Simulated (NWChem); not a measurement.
System: SOF anion

Excerpt of the output:

```
             Northwest Computational Chemistry Package (NWChem) 7.3.0
             --------------------------------------------------------

 CS  symmetry detected

                             Geometry "geometry" -> ""
                             -------------------------

 Output coordinates in angstroms (scale by  1.889725989 to convert to a.u.)

  No.       Tag          Charge          X              Y              Z
 ---- ---------------- ---------- -------------- -------------- --------------
    1 O                    8.0000    -0.60747330     1.26084505     0.00000000
    2 S                   16.0000     0.50103890     0.17189957     0.00000000
    3 F                    9.0000    -0.35075955    -1.42635039     0.00000000

 Effective nuclear repulsion energy (a.u.)      99.7800140549

      Symmetry information
      --------------------

 Group name             Cs
 Group number              2
 Group order               2
 No. of unique centers     3

                                 NWChem DFT Module
                                 -----------------

 Summary of "ao basis" -> "ao basis" (spherical)
 ------------------------------------------------------------------------------
       Tag                 Description            Shells   Functions and Types
 ---------------- ------------------------------  ------  ---------------------
 O                          def2-svp                 6       14   3s2p1d
 S                          def2-svp                 8       18   4s3p1d
 F                          def2-svp                 6       14   3s2p1d

      Symmetry analysis of basis
      --------------------------

        a'         33
        a"         13

            General Information
            -------------------
          SCF calculation type: DFT
          Wavefunction type:  closed shell.
          No. of atoms     :     3
          No. of electrons :    34
           Alpha electrons :    17
            Beta electrons :    17
          Charge           :    -1
          Spin multiplicity:     1
          Use of symmetry is: on ; symmetry adaption is: on
          Maximum number of iterations: 150
          AO basis - number of functions:    46
                     number of shells:    20
          Convergence on energy requested:  1.00D-06
          Convergence on density requested:  1.00D-05
          Convergence on gradient requested:  5.00D-04

              XC Information
              --------------
                        M06-L Method XC Functional
                         M06-L Exchange Functional  1.000
                       M06-L Correlation Potential  1.000

             Grid Information
             ----------------
          Grid used for XC integration:  xfine
          Radial quadrature: Mura-Knowles
          Angular quadrature: Lebedev.
          Tag              B.-S. Rad. Rad. Pts. Rad. Cut. Ang. Pts.
          ---              ---------- --------- --------- ---------
          O                   0.60      100           7.0      1454
          S                   1.00      125           6.0      1454
          F                   0.50      100           7.0      1454
          Grid pruning is: on
          Number of quadrature shells:   325
          Spatial weights used:  Erf1

      Superposition of Atomic Density Guess
      -------------------------------------

 Sum of atomic energies:        -571.33098369

 Renormalizing density from      33.00 to     34

      Non-variational initial energy
      ------------------------------

 Total energy =    -581.707702
 1-e energy   =   -1020.725040
 2-e energy   =     339.237324
 HOMO         =       0.203933
 LUMO         =       0.363217

      Symmetry analysis of molecular orbitals - initial
      -------------------------------------------------

  Numbering of irreducible representations:

     1 a'          2 a"

  Orbital symmetries:

     1 a'          2 a'          3 a'          4 a'          5 a'
     6 a"          7 a'          8 a'          9 a'         10 a'
    11 a'         12 a'         13 a"         14 a"         15 a'
    16 a'         17 a"         18 a'         19 a'         20 a'
    21 a'         22 a"         23 a"         24 a'         25 a'
    26 a"         27 a'

     ---------------------------------------------
      Total Density - Mulliken Population Analysis
     ---------------------------------------------

    Atom       Charge   Shell Charges
 -----------   ------   -------------------------------------------------------
    1 O    8     9.09   1.99  1.06  0.82  2.83  2.39  0.01
    2 S   16    15.29   2.00  1.98  0.96  0.87  5.89  1.13  2.35  0.11
    3 F    9     9.62   1.99  1.08  0.88  3.22  2.46  0.00

   convergence    iter        energy       DeltaE   RMS-Dens  Diis-err
 ---------------- ----- ----------------- --------- --------- ---------
 d= 0,ls=0.0,diis     1   -572.7498364359 -6.73D+02  5.59D-02  1.55D+00
 d= 0,ls=0.0,diis     2   -572.2102074813  5.40D-01  4.31D-02  6.13D+00
 d= 0,ls=0.0,diis     3   -572.7992222868 -5.89D-01  1.56D-02  1.28D+00
 d= 0,ls=0.0,diis     4   -572.9323254009 -1.33D-01  4.38D-03  6.84D-02
 d= 0,ls=0.0,diis     5   -572.9365876818 -4.26D-03  1.77D-03  2.18D-02
  Resetting Diis
 d= 0,ls=0.0,diis     6   -572.9381603325 -1.57D-03  2.51D-04  1.24D-04
 d= 0,ls=0.0,diis     7   -572.9381780486 -1.77D-05  1.27D-04  4.09D-06
 d= 0,ls=0.0,diis     8   -572.9381739819  4.07D-06  8.49D-05  4.04D-05
 d= 0,ls=0.0,diis     9   -572.9381786216 -4.64D-06  8.62D-06  1.93D-07
 d= 0,ls=0.0,diis    10   -572.9381786526 -3.10D-08  1.09D-06  3.35D-09

         Total DFT energy =     -572.938178652577
      One electron energy =    -1000.908612323449
           Coulomb energy =      373.204336516012
    Exchange-Corr. energy =      -45.013916900068
 Nuclear repulsion energy =       99.780014054929

 Numeric. integr. density =       33.999999997077

                  Occupations of the irreducible representations
                  ----------------------------------------------

                     irrep           alpha         beta
                     --------     --------     --------
                     a'               13.0         13.0
                     a"                4.0          4.0

                       DFT Final Molecular Orbital Analysis
                       ------------------------------------

 Vector   15  Occ=2.000000D+00  E=-4.480860D-02  Symmetry=a"
              MO Center= -2.8D-01,  1.0D-01,  6.9D-16, r^2= 2.2D+00
   Bfn.  Coefficient  Atom+Function         Bfn.  Coefficient  Atom+Function
  ----- ------------  ---------------      ----- ------------  ---------------
    38      0.403889  3 F  pz                 6      0.393109  1 O  pz
    41     -0.314086  3 F  pz                 9      0.297035  1 O  pz
    27      0.271815  2 S  pz                24      0.220711  2 S  pz
    21      0.124761  2 S  pz                29      0.060581  2 S  d -1
    31      0.029130  2 S  d  1

 Vector   16  Occ=2.000000D+00  E=-1.377559D-02  Symmetry=a'
              MO Center= -4.0D-01,  5.7D-01, -2.2D-15, r^2= 2.0D+00
   Bfn.  Coefficient  Atom+Function         Bfn.  Coefficient  Atom+Function
  ----- ------------  ---------------      ----- ------------  ---------------
     4      0.421075  1 O  px                 7      0.330690  1 O  px
     5      0.296184  1 O  py                37     -0.295112  3 F  py
     8      0.242255  1 O  py                40      0.241529  3 F  py
    18     -0.185476  2 S  s                 26      0.179020  2 S  py
    17     -0.125686  2 S  s                 36     -0.108715  3 F  px

 Vector   17  Occ=2.000000D+00  E= 1.112830D-01  Symmetry=a"
              MO Center=  4.9D-02,  5.4D-01, -1.4D-15, r^2= 1.9D+00
   Bfn.  Coefficient  Atom+Function         Bfn.  Coefficient  Atom+Function
  ----- ------------  ---------------      ----- ------------  ---------------
    27      0.575912  2 S  pz                 6     -0.449733  1 O  pz
     9     -0.424456  1 O  pz                24      0.348326  2 S  pz
    21      0.194319  2 S  pz                38      0.161246  3 F  pz
    41     -0.134678  3 F  pz                31     -0.052248  2 S  d  1
    29     -0.042686  2 S  d -1

 Vector   18  Occ=0.000000D+00  E= 1.873506D-01  Symmetry=a'
              MO Center=  2.3D-01,  1.1D-01,  1.1D-16, r^2= 2.1D+00
   Bfn.  Coefficient  Atom+Function         Bfn.  Coefficient  Atom+Function
  ----- ------------  ---------------      ----- ------------  ---------------
    26      0.648364  2 S  py                25      0.384119  2 S  px
    23      0.336098  2 S  py                40      0.298610  3 F  py
    37     -0.282781  3 F  py                35      0.258820  3 F  s
     5     -0.237634  1 O  py                 7     -0.230862  1 O  px
     8     -0.228502  1 O  py                17     -0.225868  2 S  s

 Vector   19  Occ=0.000000D+00  E= 2.949573D-01  Symmetry=a'
              MO Center=  2.8D-01,  3.1D-01,  2.6D-15, r^2= 2.0D+00
   Bfn.  Coefficient  Atom+Function         Bfn.  Coefficient  Atom+Function
  ----- ------------  ---------------      ----- ------------  ---------------
    25      0.822834  2 S  px                 3      0.723912  1 O  s
    26     -0.718400  2 S  py                18     -0.650495  2 S  s
     8     -0.432740  1 O  py                 7      0.410572  1 O  px
     5     -0.264691  1 O  py                 4      0.256599  1 O  px
    22      0.223333  2 S  px                17     -0.192808  2 S  s

[...]

                         DFT ENERGY GRADIENTS

    atom               coordinates                        gradient
                 x          y          z           x          y          z
   1 O      -1.147958   2.382652   0.000000   -0.005005   0.000103   0.000000
   2 S       0.946826   0.324843   0.000000    0.006882  -0.002843   0.000000
   3 F      -0.662839  -2.695411   0.000000   -0.001877   0.002740   0.000000
```

Level: M06-L/def2-SVP. Sets without diffuse functions describe the anion's extra electron poorly. Structure relaxed at the B3LYP/def2-SVPD level. The highest occupied level is positive, so the extra electron may be held by the finite basis.

**Question.** Reconstruct the input file.

**Answer.** One answer among several that fit: the input that was run:
```
start job
memory heap 200 mb stack 900 mb global 1100 mb
charge -1
geometry units angstroms noautoz
  O     -0.613576     1.252531     0.000000
  S      0.504404     0.173308     0.000000
  F     -0.333404    -1.432320     0.000000
end
basis spherical
  * library def2-svp
end
dft
  xc m06-l
  grid xfine
  iterations 150
  mulliken
end
task dft gradient
```
